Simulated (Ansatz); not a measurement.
One change: `[GeH3][TeH]` becomes `C[Te][GeH3]`.

Ansatz, PBE0-D4/def2-TZVP geometries, multiplicity 1. 

Elements past krypton have def2 core potentials. Scalar relativity is left out up to krypton.

```json
{"property": "zero-point energy (PBE0-D4/def2-TZVP) / kJ/mol", "`[GeH3][TeH]`": "78.5"}
{"property": "LUMO energy (PBE/def2-TZVPP) / eV", "`[GeH3][TeH]`": "-1.69"}
{"property": "HOMO energy (PBE0/def2-TZVPP) / eV", "`[GeH3][TeH]`": "-6.46"}
{"property": "LUMO energy (ωB97M-V/def2-TZVPP) / eV", "`[GeH3][TeH]`": "0.86"}
{"property": "size of the dipole moment (PBE/def2-TZVPP) / D", "`[GeH3][TeH]`": "0.65"}
{"property": "HOMO energy (ωB97M-V/def2-TZVPP) / eV", "`[GeH3][TeH]`": "-8.54"}
```

Question: What does the change do to each property? (An estimate is asked.)

Answer: Computed: 
```tsv
property	`C[Te][GeH3]`	shift
zero-point energy (PBE0-D4/def2-TZVP) / kJ/mol	157.9	79.4
LUMO energy (PBE/def2-TZVPP) / eV	-1.57	0.12
HOMO energy (PBE0/def2-TZVPP) / eV	-6.06	0.40
LUMO energy (ωB97M-V/def2-TZVPP) / eV	0.95	0.09
size of the dipole moment (PBE/def2-TZVPP) / D	1.08	0.43
HOMO energy (ωB97M-V/def2-TZVPP) / eV	-8.14	0.40
```

With PBE0 the HOMO rises by 0.40 eV and the LUMO rises by 0.11 eV, so the gap narrows by about 0.29 eV. PBE moves the HOMO by 0.39 eV and ωB97M-V by 0.40 eV. The zero-point energy changes by 79.4 kJ/mol with +9 modes. Dipoles are sizes alone; their direction can turn.

Spin–orbit coupling is left out; it splits and shifts lone-pair levels of the heavy atoms by tenths of an eV.
